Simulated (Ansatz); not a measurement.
Ansatz (a first-principles code) input (BLYP/def2-TZVPD):

Ansatz 0.2 input:
```yaml
crystal:
  periodic: [false, false, false]
  atoms:
    - {symbol: B, position_ang: [0.40892533, -0.17844453, -0.23361328]}
    - {symbol: O, position_ang: [1.40812072, -0.53045127, -0.88620567]}
    - {symbol: Cl, position_ang: [-0.90683721, 0.37276952, 0.54039957]}
    - {symbol: H, position_ang: [2.10664022, -1.20124903, -0.92908098]}
basis:
  gaussian:
    orbitals: def2-TZVPD
hamiltonian:
  xc: {name: BLYP}
total_charge: 1
output: {forces: true}
```

End of the output:

```
mean field: 0.34 GiB planned
mean field evaluation 1: about -15241.3460 eV, gradient 9.9e1 eV
mean field evaluation 2: about -15155.2891 eV, gradient 1.9e2 eV
mean field evaluation 4: about -15256.2635 eV, gradient 1.5e1 eV
mean field evaluation 8: about -15256.6635 eV, gradient 6.8e-2 eV
mean field evaluation 16: about -15256.6569 eV, gradient 4.5e-5 eV
mean field -15256.65691649 eV, -560.6718003476 hartree, gradient 4.5e-5 eV, S^2 0.000000; 0 other end points of the search recorded, 0 dependent functions left out
the calculation of the forces begins
reference -15256.65722562 eV, -560.6718117080 hartree; 15, 15 occupied and 117, 117 virtual orbitals, 680 factors
Total energy: -15256.65722562 eV, -560.6718117080 hartree
Atom 0 at     0.408925    -0.178445    -0.233613 Å, force    -0.303592     0.074164     0.230192 eV/Å
Atom 1 at     1.408121    -0.530451    -0.886206 Å, force     0.307824     0.070879    -0.375564 eV/Å
Atom 2 at    -0.906837     0.372770     0.540400 Å, force    -0.299899     0.132954     0.169298 eV/Å
Atom 3 at     2.106640    -1.201249    -0.929081 Å, force     0.295667    -0.277997    -0.023925 eV/Å
Dipole moment:     0.528203    -0.379639    -0.156605 e Å
```

It need not be the lowest isomer of its formula.
